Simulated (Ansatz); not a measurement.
Program: Ansatz. Geometries: PBE0-D4/def2-TZVP. ΔE: electronic, gas phase. CCSD(T)/CBS adds triple-zeta CCSD(T) − MP2 to the extrapolated MP2 energy (def2 sets, frozen cores). This one scheme is used for every species. DFT in def2-TZVPP. B3LYP here is the variant with VWN-RPA as its local correlation; programs differ in this. Each species was taken in one conformer, which may not be the lowest.

Consider the ligand exchange at a B–C bond: `BC[SiH2]O` + `C[Si](N)(O)F` → `BN[Si](C)(O)F` + `C[SiH2]O`.

`BC[SiH2]O`:

Z-matrix (Å, degrees):
```
C
Si 1 1.887
B 1 1.533 2 110.4
H 1 1.096 2 103.9 3 -122.2
H 1 1.095 2 103.3 3 122.5
O 2 1.648 1 110.9 3 -175.7
H 2 1.488 1 109.1 3 62.3
H 2 1.481 1 110.9 3 -59.4
H 3 1.198 1 120.7 2 88.3
H 3 1.198 1 120.8 2 -88.4
H 6 0.958 2 117.9 1 -67.9
```

`C[Si](N)(O)F`:

```xyz
11

C     1.305   -0.708   -0.005
Si   -0.409   -0.041    0.178
N    -0.775    1.018   -1.089
O    -0.680    0.799    1.558
F    -1.379   -1.323    0.259
H     1.432   -1.206   -0.970
H     1.520   -1.442    0.774
H     2.042    0.095    0.065
H    -0.475    0.854   -2.033
H    -1.554    1.653   -1.037
H    -1.027    0.302    2.300
```

`BN[Si](C)(O)F`:

Cartesian coordinates in Å:
```
B -1.387 1.450 0.782
N -0.425 0.511 1.169
Si 0.313 -0.703 0.190
C 0.436 -0.220 -1.583
O 1.746 -0.991 0.924
F -0.536 -2.059 0.254
H -1.753 1.474 -0.358
H -1.829 2.218 1.587
H -0.136 0.517 2.139
H 0.915 -1.016 -2.157
H 1.028 0.690 -1.696
H -0.552 -0.042 -2.012
H 2.181 -1.828 0.760
```

`C[SiH2]O`:

```xyz
9

C     0.050    1.098    0.410
Si   -0.422   -0.617   -0.144
O     0.684   -1.278   -1.178
H    -0.729    1.515    1.055
H     0.177    1.765   -0.446
H     0.983    1.091    0.980
H    -1.692   -0.586   -0.911
H    -0.594   -1.483    1.058
H     1.544   -1.505   -0.824
```

```json
{"level": "B2PLYP", "ΔE (eV)": "-1.26"}
{"level": "B3LYP", "ΔE (eV)": "-1.26"}
{"level": "CCSD/def2-TZVPP", "ΔE (eV)": "-1.24"}
{"level": "HF/def2-QZVPP", "ΔE (eV)": "-1.25"}
```

What does CCSD(T)/CBS give? (An estimate is asked.)

Ansatz gave: -1.23 eV. The listed levels differ from it by -0.03, -0.03, -0.01, -0.02 eV.

Largest T1 diagnostic among the species: 0.012.
